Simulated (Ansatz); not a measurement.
Start from `[OH][Al]([F])[CH2]Cl` and change one atom or group to get `[OH][Al]([F])[Br]`.

Ansatz, PBE0-D4/def2-TZVP geometries, multiplicity 1. Each molecule was computed in one conformer, which needn't be the lowest.

Scalar relativity is left out up to krypton.

| property | `[OH][Al]([F])[CH2]Cl` |
| --- | --- |
| LUMO energy (PBE/def2-TZVPP) / eV | -1.59 |
| HOMO–LUMO gap (ωB97M-V/def2-TZVPP) / eV | 11.51 |
| size of the dipole moment (B3LYP/def2-TZVPP) / D | 1.32 |
| size of the dipole moment (PBE/def2-TZVPP) / D | 1.25 |
| HOMO energy (PBE/def2-TZVPP) / eV | -6.88 |
| size of the dipole moment (ωB97M-V/def2-TZVPP) / D | 1.31 |

(1) Give the same properties after the change, and the shifts. (An estimate is asked.)

Answers

(1) Ansatz gave: 
```tsv
property	`[OH][Al]([F])[Br]`	shift
LUMO energy (PBE/def2-TZVPP) / eV	-1.97	-0.38
HOMO–LUMO gap (ωB97M-V/def2-TZVPP) / eV	11.73	0.22
size of the dipole moment (B3LYP/def2-TZVPP) / D	2.00	0.68
size of the dipole moment (PBE/def2-TZVPP) / D	1.95	0.70
HOMO energy (PBE/def2-TZVPP) / eV	-7.60	-0.72
size of the dipole moment (ωB97M-V/def2-TZVPP) / D	1.97	0.66
```

With PBE0 the HOMO falls by 0.72 eV and the LUMO falls by 0.45 eV, so the gap widens by about 0.27 eV. PBE moves the HOMO by -0.72 eV and ωB97M-V by -0.73 eV. The zero-point energy changes by -69.4 kJ/mol with -9 modes. Dipoles are sizes alone; their direction can turn.

B3LYP here is the variant with VWN-RPA as its local correlation; programs differ in this.

Spin–orbit coupling is left out; it splits and shifts lone-pair levels of the heavy atoms by tenths of an eV.
